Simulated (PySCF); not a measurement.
Level of theory: PySCF with TPSSh-D3(BJ)/def2-TZVP // BP86-D3(BJ)/def2-SVP. Gas-phase values, no solvent. One relaxed conformer stands for a flexible species; it need not be the lowest. 

Reference species: [Ta(OH)3(NH2)2] (neutral, multiplicity 1).

The LUMO is -1.11 eV. The coordination number is 5 and the mean distance from the central atom to its bonded neighbours is 1.970 Å. The HOMO–LUMO gap is 4.98 eV.

Changed species: [Ta(OH)5] (0 of 5 OH replaced by NH2; the reference has 2 of 5 OH replaced by NH2).

### Question
Give the shifts of the LUMO, coordination number, mean distance from the central atom to its bonded neighbours and HOMO–LUMO gap.

### Answer
the LUMO drops by 0.29 eV, to -1.40 eV; the coordination number hardly moves; the mean distance from the central atom to its bonded neighbours drops by 0.030 Å, to 1.940 Å; the HOMO–LUMO gap rises by 1.27 eV, to 6.25 eV.
